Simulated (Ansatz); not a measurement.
ClFGe, SMILES `[F][Ge][Cl]` (excited triplet) (charge 0, multiplicity 3). This triplet is an excited state, 3.00 eV above the relaxed singlet at the level frozen-core CCSD(T)/cc-pVTZ // B3LYP-D3(BJ)/def2-TZVP (Ansatz, a quantum-chemistry and plane-wave program).

Method: Ansatz with LDA/cc-pVTZ // B3LYP-D3(BJ)/def2-TZVP.

Ansatz 0.2 input:
```yaml
crystal:
  periodic: [false, false, false]
  atoms:
    - { symbol: F, position_ang: [-1.584117, -0.399185, 0.000006] }
    - { symbol: Ge, position_ang: [-0.191131, 0.674665, -0.000001] }
    - { symbol: Cl, position_ang: [1.775247, -0.27548, -0.000006] }
basis:
  gaussian: { orbitals: cc-pVTZ }
hamiltonian:
  xc: lda
magnetization:
  spin_polarized: true
  initial_magnetization: 2
```

Output:

```
Functional definition: SPW92
776 factors; their error is unknown
mean field evaluation 1: about -71613.9775 eV, gradient 2.7e1 eV
mean field evaluation 2: about -71579.0340 eV, gradient 1.0e2 eV
mean field evaluation 4: about -71615.7798 eV, gradient 7.1e0 eV
mean field evaluation 8: about -71616.0236 eV, gradient 1.6e-1 eV
mean field evaluation 16: about -71616.0028 eV, gradient 1.2e-4 eV
mean field evaluation 32: about -71615.9926 eV, gradient 8.0e-1 eV
mean field -71616.00280090 eV, -2631.8395598629 hartree, gradient 4.2e-5 eV, S^2 2.001440; 4 other end points of the search recorded, 0 dependent functions left out
reference -71616.00283030 eV, -2631.8395609434 hartree; 30, 28 occupied and 77, 79 virtual orbitals, 776 factors
Total energy: -71616.00283030 eV, -2631.8395609434 hartree
```
